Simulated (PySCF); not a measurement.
Stationary points of MoH5

Method: PBE0/[Mo def2-TZVP with ECP28, H def2-TZVP], scalar-relativistic core potentials, density fitting, no spin–orbit coupling, PySCF.

Relaxations began from a few typed shapes; open shells are unrestricted. The search is not exhaustive: other isomers or separated fragments can lie lower, and high-lying points may rest on an excited occupation.

Task: Order these stationary points by electronic energy, lowest first, in kJ/mol from the lowest minimum.
A. doublet C4v: Mo–H 1.662 Å (×4), Mo–H 1.709 Å; H–Mo–H 74.8° (×4), H–Mo–H 118.3° (×2), H–Mo–H 120.9° (×4)
B. doublet Cs: Mo–H 1.644 Å (×2), Mo–H 1.674 Å (×2), Mo–H 1.701 Å; H–Mo–H 57.0°, H–Mo–H 69.1° (×2), H–Mo–H 113.4° (×2), H–Mo–H 115.5°, H–Mo–H 116.8° (×4)

Result: B (0.0), A (13.6).

Task: Which of them are minima?

Result: By energy in kJ/mol, 0.0: minimum; 13.6: saddle point, 2 imaginary modes.

For the lowest minimum: other spin states or occupations of the open shell can lie lower.
